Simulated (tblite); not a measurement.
CH8F3P3Si2.
Bonds: F1–C2, C2–F3, C2–F4, C2–P5, P5–Si6, P5–P7, P7–P8, P8–Si9. Hydrogens: H10, H11, H12 on Si6; H13 on P7; H14 on P8; H15, H16, H17 on Si9.

Computed with GFN2-xTB (tblite), gas phase: L-BFGS steps from a force-field or distance-geometry start until the largest atomic force falls under 0.01 eV/Å.

Step 31: E = -856.3389 eV
```
atom  x, y, z in Å  |  force x, y, z in eV/Å
F1     -1.6973   -1.9601   -1.0884   -0.021   0.041  -0.005
C2     -2.1270   -1.7729    0.1729    0.012   0.070  -0.017
F3     -3.4550   -1.6009    0.0843   -0.006  -0.038   0.047
F4     -1.9372   -2.9371    0.8097   -0.004  -0.004  -0.058
P5     -1.2695   -0.3922    1.1178    0.044  -0.075  -0.074
Si6    -2.3846    1.3705    0.2088   -0.011  -0.010  -0.007
P7      0.4894   -0.3024   -0.1840    0.074   0.021   0.020
P8      1.9243   -0.0590    1.4242   -0.108   0.017   0.065
Si9     3.7212    0.6443    0.2777    0.021   0.005  -0.061
H10    -2.2129    2.4564    1.1810    0.047  -0.057  -0.028
H11    -1.7896    1.7188   -1.0875   -0.040  -0.003   0.025
H12    -3.7890    0.9770    0.1085    0.024   0.021  -0.014
H13     0.7244   -1.6759   -0.2807   -0.062  -0.036   0.086
H14     1.4606    1.2219    1.7055    0.019   0.047   0.059
H15     3.4954    1.9251   -0.3949   -0.003   0.024   0.003
H16     4.7562    0.7579    1.3036    0.014   0.037  -0.005
H17     4.0836   -0.3592   -0.7189    0.001  -0.061  -0.036
```

Step 32: E = -856.3418 eV
```
atom  x, y, z in Å  |  force x, y, z in eV/Å
F1     -1.7014   -1.9521   -1.0954   -0.024   0.026   0.027
C2     -2.1272   -1.7757    0.1697    0.043   0.165  -0.021
F3     -3.4555   -1.6027    0.0858    0.005  -0.066   0.058
F4     -1.9301   -2.9406    0.8006   -0.020  -0.005  -0.071
P5     -1.2703   -0.3911    1.1175    0.069  -0.152  -0.089
Si6    -2.3829    1.3678    0.2105   -0.044   0.055  -0.017
P7      0.4936   -0.3055   -0.1820    0.039   0.016   0.054
P8      1.9260   -0.0537    1.4283   -0.128  -0.020   0.061
Si9     3.7198    0.6429    0.2749    0.067  -0.007  -0.035
H10    -2.2121    2.4601    1.1778    0.050  -0.081  -0.037
H11    -1.7890    1.7162   -1.0860   -0.038  -0.004   0.017
H12    -3.7897    0.9810    0.1116    0.034   0.014  -0.014
H13     0.7227   -1.6806   -0.2669   -0.052  -0.035   0.079
H14     1.4569    1.2247    1.7086    0.024   0.064   0.051
H15     3.4942    1.9240   -0.3945   -0.008   0.040  -0.019
H16     4.7577    0.7625    1.2998   -0.006   0.026  -0.029
H17     4.0805   -0.3650   -0.7203   -0.010  -0.037  -0.014
```

Step 33: E = -856.3467 eV
```
atom  x, y, z in Å  |  force x, y, z in eV/Å
F1     -1.7078   -1.9331   -1.1082   -0.027   0.007   0.060
C2     -2.1261   -1.7770    0.1630    0.072   0.239  -0.031
F3     -3.4556   -1.6078    0.0892    0.018  -0.090   0.071
F4     -1.9154   -2.9467    0.7799   -0.037   0.013  -0.090
P5     -1.2708   -0.3918    1.1176    0.093  -0.215  -0.088
Si6    -2.3803    1.3646    0.2139   -0.073   0.121  -0.026
P7      0.5007   -0.3129   -0.1763   -0.020  -0.008   0.088
P8      1.9264   -0.0447    1.4371   -0.112  -0.055   0.046
Si9     3.7175    0.6402    0.2690    0.097  -0.026   0.019
H10    -2.2108    2.4681    1.1704    0.059  -0.107  -0.035
H11    -1.7867    1.7088   -1.0825   -0.033  -0.001  -0.007
H12    -3.7900    0.9883    0.1187    0.034  -0.002  -0.016
H13     0.7186   -1.6917   -0.2388   -0.033  -0.019   0.065
H14     1.4491    1.2309    1.7134    0.034   0.083   0.034
H15     3.4908    1.9221   -0.3956   -0.014   0.051  -0.048
H16     4.7597    0.7710    1.2920   -0.033   0.006  -0.063
H17     4.0738   -0.3761   -0.7229   -0.025   0.003   0.020
```

**Question.** Estimate the geometry and energy of step 34. (The exact step hangs on the optimiser's Hessian estimate; all steps are aligned on step 33, rigid shifts and turns removed.)

**Answer.** E = -856.3531 eV, largest force 0.245 eV/Å
```
atom  x, y, z in Å  |  force x, y, z in eV/Å
F1     -1.7157   -1.9013   -1.1263   -0.030  -0.008   0.077
C2     -2.1225   -1.7747    0.1526    0.077   0.229  -0.043
F3     -3.4543   -1.6174    0.0949    0.034  -0.093   0.079
F4     -1.8925   -2.9546    0.7454   -0.049   0.059  -0.111
P5     -1.2702   -0.3960    1.1188    0.092  -0.208  -0.057
Si6    -2.3773    1.3623    0.2192   -0.074   0.143  -0.029
P7      0.5092   -0.3256   -0.1655   -0.083  -0.055   0.106
P8      1.9248   -0.0329    1.4507   -0.053  -0.065   0.026
Si9     3.7146    0.6360    0.2608    0.079  -0.038   0.082
H10    -2.2091    2.4805    1.1581    0.075  -0.120  -0.012
H11    -1.7821    1.6956   -1.0772   -0.026   0.006  -0.047
H12    -3.7895    0.9986    0.1304    0.016  -0.027  -0.020
H13     0.7118   -1.7096   -0.1953   -0.005   0.012   0.042
H14     1.4371    1.2411    1.7184    0.052   0.088   0.009
H15     3.4845    1.9194   -0.3991   -0.018   0.044  -0.075
H16     4.7614    0.7828    1.2796   -0.047  -0.019  -0.086
H17     4.0628   -0.3922   -0.7259   -0.041   0.051   0.059
```

The energy changes by -0.0064 eV. The first-order estimate −F·Δx gives -0.0088 eV and the mean of the old and new forces, exact on a quadratic surface, -0.0064 eV. The step makes an angle of 79° with the force vector and moves no atom by more than 0.048 Å.

The cost below is that of the whole relaxation. The run took 3.2 s of wall time on an AMD EPYC 7R43 with one thread, no GPU (shared host).
